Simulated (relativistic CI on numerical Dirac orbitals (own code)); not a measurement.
Inner-shell lines of Tm⁴¹⁺

Method of calculation: Dirac-Coulomb-Breit CI, separate exchange-only KLI orbitals for each configuration, a model potential for QED, valence Slater integrals scaled by 0.9 (own radial code, finite nucleus).

Configurations in the expansion (outside the closed core 1s2 2s2 3s2 3p6 3d10): 2p6, 2p5 4s, 2p5 4d. Levels of other configurations are missing.

The table holds the strongest lines. The upper levels have an inner-shell vacancy. Auger decay, open to those above the ionisation limit, is not computed, and radiative decays to configurations outside the model are missing too. Absolute energies can be off by a few tenths of a per cent, and at this charge the scaling can make term splittings too narrow, so close lines can change order. LS names give the leading component, which can be well under half, for lower levels too. Brackets number the levels in order of energy.

```json
{"E (eV)": "8555.2", "Upper": "2p5 4s 1P°_1 [3]", "Lower": "2p6 1S_0 [1]", "A (s⁻¹)": "2.39e+13", "gA (s⁻¹)": "7.16e+13"}
{"E (eV)": "8841.4", "Upper": "2p5 4d 3P°_1 [5]", "Lower": "2p6 1S_0 [1]", "A (s⁻¹)": "1.06e+13", "gA (s⁻¹)": "3.17e+13"}
{"E (eV)": "8865.2", "Upper": "2p5 4d 1P°_1 [11]", "Lower": "2p6 1S_0 [1]", "A (s⁻¹)": "4.45e+14", "gA (s⁻¹)": "1.33e+15"}
{"E (eV)": "9528.7", "Upper": "2p5 4s 3P°_1 [13]", "Lower": "2p6 1S_0 [1]", "A (s⁻¹)": "8.05e+12", "gA (s⁻¹)": "2.41e+13"}
{"E (eV)": "9820.8", "Upper": "2p5 4d 3D°_1 [15]", "Lower": "2p6 1S_0 [1]", "A (s⁻¹)": "2.69e+14", "gA (s⁻¹)": "8.06e+14"}
```
